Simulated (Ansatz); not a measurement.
The first iterations of a band of ClGeH₅OSn (9 atoms, charge 0, multiplicity 1).

All numbers below come from Ansatz, RKS PBE0-D4/def2-SVP.

```yaml
movable_images: 1
climbing_image: yes
spring: 5.0 eV/Å²
optimiser: quadratic models (default)
start_path: IDPP
force_threshold: 0.05 eV/Å
iteration_limit: 60
end_points: relaxed
```

First end point:

```xyz
9
Properties=species:S:1:pos:R:3
O 0.234 2.022 -0.973
Ge 0.832 0.752 0.113
Cl 2.537 -0.218 -0.844
Sn -0.922 -1.142 0.499
H -0.051 1.684 -1.830
H 1.365 1.526 1.327
H -1.379 -1.745 -1.037
H -0.223 -2.396 1.427
H -2.305 -0.529 1.301
```

Last end point:

```xyz
9
Properties=species:S:1:pos:R:3
O -0.068 1.774 -1.101
Ge 0.758 0.646 -0.005
Cl 2.428 -0.254 -1.084
Sn -0.967 -1.224 0.525
H 0.503 2.484 -1.417
H 1.417 1.424 1.156
H -1.436 -1.945 -0.949
H -0.218 -2.386 1.533
H -2.328 -0.564 1.325
```

| iteration | highest image above the first end (eV) | largest band force component (eV/Å) |
| --- | --- | --- |
| 1 | 0.104 | 0.557 |
| 2 | 0.104 | 0.596 |

Task: Does the band converge within its limit, and where does its top end?

Result: The run converged. It ended after 7 iterations with the highest image 0.028 eV above the first end. Another band between the same ends (7 images) ends at a top of the same energy, where a vibrational analysis finds 1 clearly imaginary mode. So few images can step over the top or miss a turn of the path.

Run time: 52 s on 2 threads of Intel(R) Xeon(R) Platinum 8175M CPU @ 2.50GHz (Skylake/Cascade Lake) (shared host), peak memory 0.34 GiB.
